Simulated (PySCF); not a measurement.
Species: C₂H₈GeOSi.
Atom-mapped SMILES: `[O:1]=[CH:2][SiH2:3][CH2:4][GeH3:5]`

The computed photoelectron lines, unassigned: C 1s: 290.10 (area 1), 293.15 (area 1) eV; O 1s: 538.32 eV; Si 1s: 1846.51 eV; Si 2p3/2: 106.76 eV.

The calculation used delta-SCF UKS SCAN, pcX-2 on the ionised atom, pcseg-1 elsewhere, spin-free X2C in PySCF 2.14.0. The structure is a single PBE0-D3(BJ)/def2-SVP conformer in the gas phase; no vibrational or solvent corrections.

Problem. Which carbon gives which C 1s line?

Solution. 290.10 eV: C4 (sp3 carbon bound to silicon); 293.15 eV: C2 (carbonyl carbon). The listed C 1s values span 3.05 eV, from C4 (bonded to 2 H, Ge and Si) to C2 (bonded to O (double bond), H and Si).

Bonded neighbours of each site: O1: C (double bond); C2: O (double bond), H and Si; Si3: 2 C and 2 H; C4: 2 H, Ge and Si.

Problem. Which photon energy gives electrons from C 1s of C4 a kinetic energy of 20 eV, and what is their de Broglie wavelength?

Solution. hν = 290.10 + 20 = 310.10 eV, recoil neglected; λ = 12.264 Å/√(E/eV) = 2.74 Å.

Spin contamination (⟨S²⟩ against 0.75 for a pure doublet) is marked for C 1s of C2 (0.89), which makes this value less certain. The 2p values aren't plain energy differences: one relaxed spin-free 2p hole is combined with a matrix within the shell (ground-state 2p orbital-energy differences and spin–orbit coupling). 2p3/2, the mean of its two sublevels, lies a third of the splitting below the shell's mean and 2p1/2 two thirds above it; the statistical areas are 2:1. 2p1/2 minus 2p3/2 (ligand field included): Si 0.62 eV. No level of germanium is listed.

Shape of the structure used: `[O:1]=[CH:2][SiH2:3][CH2:4][GeH3:5]`: O1–C2–Si3–C4 16°, C2–Si3–C4–Ge5 -50°.
